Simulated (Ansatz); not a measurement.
The cluster HfSi5. Charge 0, multiplicity 1. Geometry PBE0-D4/def2-SVP; atoms count from 1.

```xyz
6

Hf    0.266   -1.177   -0.525
Si    1.075    1.388   -0.164
Si   -1.463   -1.819    1.269
Si   -1.015    1.409   -1.038
Si    2.617   -0.135   -0.443
Si   -1.479    0.334    0.900
```

In the def2 sets Hf takes a core potential; there is no spin–orbit coupling. The restricted singlet is unstable towards broken spin symmetry in Hartree–Fock (as tested in another run); at PBE0-D4/def2-TZVP this wasn't settled. Another isomer (singlet) lies 1.97 eV lower at PBE0-D4/def2-TZVP; other spin states weren't run for this one.

Q: Estimate the Mulliken populations from the PBE0/def2-TZVP orbitals of Ansatz.

A: 
| atom | charge (e) | d electrons |
| --- | --- | --- |
| Hf1 | 0.55 | 2.41 |
| Si2 | -0.01 | – |
| Si3 | -0.20 | – |
| Si4 | -0.12 | – |
| Si5 | -0.20 | – |
| Si6 | -0.01 | – |
Mulliken values depend strongly on the basis.

Q: And the Mayer bond orders between heavy atoms (over 0.3)?

A: Hf1–Si2 0.80 (2.71 Å); Hf1–Si3 1.32 (2.57 Å); Hf1–Si4 0.67 (2.93 Å); Hf1–Si5 1.33 (2.57 Å); Hf1–Si6 0.80 (2.71 Å); Si2–Si4 1.10 (2.27 Å); Si2–Si5 1.46 (2.19 Å); Si3–Si6 1.46 (2.19 Å); Si4–Si6 1.10 (2.26 Å).
